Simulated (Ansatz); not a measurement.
```yaml
crystal:
  periodic: [true, true, true]
  atoms:
    - {symbol: C, position_ang: [1.079089, -1.095540, -1.316121]}
    - {symbol: C, position_ang: [0.384748, -0.320547, -0.485631]}
    - {symbol: O, position_ang: [-0.223087, -0.832287, 0.650639]}
    - {symbol: C, position_ang: [-0.900103, 0.246134, 1.348617]}
    - {symbol: Al, position_ang: [-0.265776, 1.462308, -0.071122]}
    - {symbol: H, position_ang: [1.539162, -0.659377, -2.192545]}
    - {symbol: H, position_ang: [1.203937, -2.160873, -1.147003]}
    - {symbol: H, position_ang: [-0.495040, 0.331823, 2.361302]}
    - {symbol: H, position_ang: [-1.965654, 0.011587, 1.429621]}
    - {symbol: H, position_ang: [-0.274076, 2.965571, -0.574756]}
basis:
  gaussian: {orbitals: "6-31G*", final_grid: {core_spheres: 20, valence_spheres: 16, degree: 47}}
hamiltonian: {xc: {name: HSE06}}
```

```sh
$ ansatz run in.yaml --threads 2 --pin off --events-out ev --progress --plain --max-ram 4352MiB
```

It prints (some lines left out):

```
Error: YAML parse error: error: line 2 column 3: crystal: missing field `lattice` (a structure is typed as `lattice` and `atoms`, a molecule's as `atoms` in Å alone, or read from a run's directory, `checkpoint`)
 --> <input>:2:3
1 | crystal:
2 |   periodic: [true, true, true]
3 |   atoms:
4 |     - {symbol: C, position_ang: [1.079089, -1.095540, -1.316121]}
```

Question: What is wrong with this run?

Answer: The molecule is marked periodic without a cell. The input was rejected before any iteration.

HSE06 is defined as in plane-wave codes.
